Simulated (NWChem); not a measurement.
Species: C₃H₆Se; SMILES C=CC[SeH]

```xyz
10

C      0.4471     2.7312    -0.1966
C     -0.0987     1.6976     0.4490
C     -0.8324     0.5861    -0.2126
Se     0.0397    -1.1603     0.0451
H      0.3779     2.8276    -1.2853
H      0.9806     3.5199     0.3398
H     -0.0019     1.6270     1.5391
H     -1.8260     0.4345     0.2382
H     -0.9695     0.7631    -1.2885
H      1.3087    -0.7470    -0.5737
```
Atoms are numbered in this order, from 1.

Level: PBE0/def2-SVP (NWChem), optimised geometry, unscaled harmonic frequencies. This build's default masses of Se (78.918 u) and Br (79.917 u) are each other's, which moves their modes by up to 0.6 %.

```
frequency (cm⁻¹)  IR intensity (km/mol)
----------------  ---------------------
108                                 0.2
216                                 7.8
255                                 2.1
389                                 0.5
553                                 2.3
686                                14.7
738                                 3.3
911                                13.8
943                                40.7
966                                 4.3
1026                               10.2
1088                                1.8
1211                               16.6
1219                                0.5
1306                                1.0
1412                                3.7
1448                                7.5
1733                                9.1
2454                               16.4
3088                                6.6
3158                                1.6
3161                                4.1
3182                                3.7
3264                                5.2
```

```
Quantity                                                                            Value
-----------------------------------------------------------------------  ----------------
zero-point energy                                                           49.3 kcal/mol
thermal correction to the enthalpy at 298.15 K (with zero-point energy)     53.4 kcal/mol
heat capacity Cv                                                         18.5 cal/(mol K)
entropy at 298.15 K and 1 atm (symmetry number 1)                        76.0 cal/(mol K)
dipole moment                                                                      1.16 D
```

Rigid rotor and harmonic oscillator.
